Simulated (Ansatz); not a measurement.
Isolated molecules relaxed with PBE0-D4/def2-TZVP in Ansatz; ΔE leaves out vibrations. CCSD(T)/CBS is the MP2 limit (def2-TZVPP, def2-QZVPP) plus CCSD(T) − MP2 in def2-TZVPP, frozen cores. This one scheme is used for every species. Functionals use def2-TZVPP. B3LYP here is the variant with VWN-RPA as its local correlation; programs differ in this. For Ga outer-core shells are correlated without core-valence functions, which leaves a few kJ/mol of doubt a bond. Scalar relativity is left out up to krypton. Each species was taken in one conformer, which may not be the lowest.

Consider the ligand exchange at a Ga–O bond: `C[O][Ga]([SH])[SH]` + H₂S → `[SH][Ga]([SH])[SH]` + CH₃OH.

```
             level  ΔE (kcal/mol)  difference from CCSD(T)/CBS
            PBE-D4           -9.2                         -1.0
         r2SCAN-D4           -8.2                          0.0
           PBE0-D4          -10.1                         -1.9
          B3LYP-D4           -8.0                          0.2
           ωB97X-V           -7.5                          0.7
           ωB97M-V           -8.3                         -0.1
            B2PLYP           -7.5                          0.7
               PBE           -9.3                         -1.1
            r2SCAN           -8.3                         -0.1
              PBE0          -10.1                         -1.9
             B3LYP           -8.0                          0.2
     HF/def2-TZVPP           -8.3                         -0.1
    MP2/def2-TZVPP           -7.7                          0.5
SCS-MP2/def2-TZVPP           -6.9                          1.3
   CCSD/def2-TZVPP           -7.1                          1.1
CCSD(T)/def2-TZVPP           -7.1                          1.1
     HF/def2-QZVPP           -7.9                          0.3
    MP2/def2-QZVPP           -8.2                          0.0
SCS-MP2/def2-QZVPP           -7.4                          0.8
      HF/CBS(def2)           -7.8                          0.4
     MP2/CBS(def2)           -8.8                         -0.6
    CCSD/CBS(def2)           -8.2                          0.0
       CCSD(T)/CBS           -8.2                            0
```

Largest T1 diagnostic among the species: 0.013.

From PBE to PBE0 (25 % exact exchange), in def2-TZVPP and without D4, ΔE moves by −0.8 kcal/mol.
